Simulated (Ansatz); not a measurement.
The cluster Sn₅⁻. Charge -1, multiplicity 2. Geometry PBE-D4/def2-SVPD.

Cartesian coordinates in Å:
```
Sn -2.685 0.283 -0.347
Sn 0.868 -1.156 1.308
Sn -0.110 -0.021 -1.525
Sn 2.620 -0.455 -0.818
Sn -0.694 1.348 1.382
```

In the def2 sets Sn takes a core potential; there is no spin–orbit coupling. At BLYP-D4/def2-TZVPD the highest occupied level of the charge -1 doublet lies above zero (up to 0.08 eV). It is a level of α spin, whose loss leaves a singlet; that state wasn't run at this geometry and level. The electron is either unbound and held by the finite basis, or the level is raised by self-interaction error. Another isomer (doublet) lies 0.88 eV lower at PBE0-D4/def2-TZVPD; other spin states weren't run for this one.

Estimate the α-spin orbital energies around the gap (eV) in Ansatz with PBE-D4/def2-TZVPD, BLYP-D4/def2-TZVPD, r2SCAN-D4/def2-TZVPD, PBE0-D4/def2-TZVPD, BHLYP-D4/def2-TZVPD.


```
orbital  PBE-D4/def2-TZVPD  BLYP-D4/def2-TZVPD  r2SCAN-D4/def2-TZVPD  PBE0-D4/def2-TZVPD  BHLYP-D4/def2-TZVPD
 HOMO−5              -1.70               -1.46                 -1.95               -2.48                -3.01
 HOMO−4              -1.62               -1.41                 -1.84               -2.36                -2.91
 HOMO−3              -1.38               -1.15                 -1.57               -2.11                -2.66
 HOMO−2              -1.34               -1.11                 -1.52               -2.03                -2.51
 HOMO−1              -0.89               -0.69                 -1.04               -1.53                -1.96
   HOMO              -0.12                0.08                 -0.34               -0.75                -1.18
   LUMO               0.40                0.57                  0.37                0.86                 1.48
 LUMO+1               0.86                1.02                  0.86                1.40                 2.07
 LUMO+2               1.26                1.40                  1.34                1.73                 2.31
 LUMO+3               1.46                1.60                  1.55                1.98                 2.62
 LUMO+4               1.86                1.96                  2.14                2.35                 2.82
 LUMO+5               2.31                2.39                  2.68                2.77                 3.17
 β HOMO              -0.80               -0.62                 -0.97               -1.45                -1.93
 β LUMO               0.26                0.38                  0.38                0.79                 1.41
```
